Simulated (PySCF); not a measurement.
**Property card for `CCOCn1ccnc1`**

Compound: C₆H₁₀N₂O.
Atom-mapped SMILES: `[CH3:1][CH2:2][O:3][CH2:4][n:5]1[cH:6][cH:7][n:8][cH:9]1` (hydrogens: H10, H11, H12 on C1; H13, H14 on C2; H15, H16 on C4; H17 on C6; H18 on C7; H19 on C9)

Structural features include: pyridine-type ring nitrogen, pyrrole-type ring nitrogen and ether.

From GFN2-xTB geometry:

```yaml
Point_group_of_the_GFN2-xTB_geometry: C1
Rotational_constants_A_B_C_of_the_GFN2-xTB_geometry: 3.570, 0.950, 0.912 GHz
```

PBE0/pcSseg-1 ground state and GIAO shieldings, non-relativistic (PySCF):

```yaml
Dipole_moment: 3.08 D
HOMO_energy: -6.72 eV
LUMO_energy: 0.50 eV
HOMO–LUMO_gap: 7.22 eV
Lowest_Hirshfeld_atomic_charge: -0.21 e on N8
Highest_Hirshfeld_atomic_charge: +0.06 e on C4/H15/H17/H19
13C_chemical_shifts_computed_TMS_as_zero_by_class: 140.6 (C9), 137.4 (C7), 123.3 (C6), 79.3 (C4), 66.8 (C2), 17.3 (C1) ppm
1H_chemical_shifts_computed_TMS_as_zero_by_class: 7.37 (H18), 7.29 (H19), 7.03 (H17), 5.42 (H15/H16), 3.31 (H13/H14), 1.24 (H10/H11/H12) ppm
Isotropic_shieldings_of_nuclei_other_than_C_and_H_by_class: -36 (N8), 62 (N5), 248 (O3) ppm
Mayer_bond_orders_between_heavy_atoms: C1–C2 1.08, C2–O3 0.89, O3–C4 0.99, C4–N5 0.91, N5–C6 1.11, C6–C7 1.56, C7–N8 1.33, N8–C9 1.62, C9–N5 1.14
```

Monoisotopic mass from the formula: 126.0793 u.

The rotational constants make it an asymmetric top with κ = (2B − A − C)/(A − C) = -0.97, nearer the prolate limit (−1). The dipole equals about 10.3 × 10⁻³⁰ C·m (1 D = 3.33564 × 10⁻³⁰ C·m). With B = h/(8π²I), that is 505.379 GHz u Å² over I, the principal moments of inertia are 141.6, 532.0 and 554.2 u Å² (most abundant isotopes).

One conformer (not necessarily the lowest) at the GFN2-xTB geometry, without solvent or vibrations. NMR classes are plain means over equivalent atoms (diastereotopic ones count apart unless rotation or inversion swaps them), as if these changed places fast; in this geometry the members of some classes differ.

Conformer computed: `[CH3:1][CH2:2][O:3][CH2:4][n:5]1[cH:6][cH:7][n:8][cH:9]1`: C1–C2–O3–C4 177°, C2–O3–C4–N5 -69°, O3–C4–N5–C6 -71°.
